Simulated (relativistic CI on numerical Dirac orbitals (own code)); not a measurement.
# Mn⁴⁺ (3d3) in a crystal field

Calculated by Dirac-Coulomb-Breit CI, orbitals from a KLI potential per configuration, a model potential for QED, valence Slater integrals scaled by 0.85, one configuration in a parametric crystal field (own radial code).

Field parameters in Wybourne normalisation: D3d B²₀ = −7Dσ, B⁴₀ = −14Dq − 21Dτ, B⁴₃ = −14√(10/7) Dq. The field is a parameter set, without covalency.

S is read from ⟨S²⟩ = S(S + 1).

Levels (cm⁻¹, degeneracy): 0 (2), 2 (2), 20774 (2), 20802 (2), 21513 (2), 22058 (2), 22144 (2), 26424 (2), 26444 (2), 26830 (2), 26927 (2), 26979 (2).

(1) Which field gives this pattern?
A. D3d, 10Dq = 27400, Dσ = 760, Dτ = -190 cm⁻¹
B. D3d, 10Dq = 27400, Dσ = -980, Dτ = -190 cm⁻¹
C. D3d, 10Dq = 27400, Dσ = 330, Dτ = -190 cm⁻¹
D. D3d, 10Dq = 27400, Dσ = -550, Dτ = -190 cm⁻¹

Results:

(1) A. D3d, 10Dq = 27400, Dσ = 760, Dτ = -190 cm⁻¹, ground level with S = 1.50.
